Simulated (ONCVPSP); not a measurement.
# LDA (Perdew-Zunger) ONCV dataset for Ni, scalar-relativistic all-electron reference.

* Element: Ni
* Generator: ONCVPSP 4.0.1
* Type: optimised norm-conserving Vanderbilt (ONCV)
* Functional: LDA (Perdew-Zunger)
* Relativity: scalar-relativistic
* Frozen core: [Ne]
* Valence charge: 18
* Reference configuration: 3s2 3p6 3d8 4s2
* Partial waves: 3s+4s: rc 1.45 bohr, ncon 5, nbas 10, qcut 9.4 1/bohr, 2 projectors; 3p: rc 1.10 bohr, ncon 5, nbas 8, qcut 14.2 1/bohr, 2 projectors, debl 2.3 Ha; 3d: rc 0.85 bohr, ncon 3, nbas 7, qcut 20.1 1/bohr, 2 projectors, debl 2.1 Ha
* Local potential: polynomial inside 0.70 bohr (lpopt 3, dvloc0 0 Ha)
* Core correction: none

In the p channel the program set the typed energies aside and used -2.619, 0.250 Ha.

* Cutoffs needed: 135 Ha and 156 Ha (the cutoffs (Ha) at which the residual kinetic energy of the hardest occupied pseudo-wave falls to 1 and 0.1 mHa per electron)
* Ghost test: no bound ghost flagged; no localised positive-energy state flagged
* Largest excitation error: +9.6 meV (all-electron minus pseudo) for 3s2 3p5 3d8 4s2, out of 4 test configurations
